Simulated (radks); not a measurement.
Results of a calculation; reference values are marked as such.
Q: Ionisation of the erbium ion Er+, [Xe] 4f12 6s1, to [Xe] 4f12 as the strength of local exchange is varied. Level of theory: scalar-relativistic Kohn-Sham, Slater X-alpha exchange (alpha = 2/3 is LDA exchange), no correlation, spin-polarised, spherical densities, point nucleus; open shells are filled with parallel spins first (spin-orbit coupling, left out, can overturn this in heavy ions) (a radial shooting solver on a logarithmic mesh with Libxc functionals).

alpha  E(Er+) (hartree)  exchange (hartree)  IE (eV)  -e of the level emptied (eV)  <r> of it (bohr)
0.602       -13045.5359           -236.3589   11.321                    8.631 (6s)             3.685
0.612       -13049.4792           -240.3665   11.377                    8.691 (6s)             3.678
0.634       -13058.1593           -249.1924   11.499                    8.822 (6s)             3.660
0.667       -13071.1915           -262.4546   11.686                    9.023 (6s)             3.634
0.883       -13156.8493           -349.9546   12.965                   10.414 (6s)             3.468
0.954       -13185.1394           -378.9774   13.407                   10.898 (6s)             3.416
x           -13085.0294           -276.5514   11.886                    9.239 (6s)             3.606

Which alpha was used in the last row?

A: alpha = 0.702. NIST Atomic Spectra Database: 11.92 eV (semi-empirical). The Delta-SCF value meets it near alpha = 0.71. Open shells are spherical and high-spin; term and fine-structure splittings are not resolved. Spin-orbit splitting is averaged out at the scalar-relativistic level.
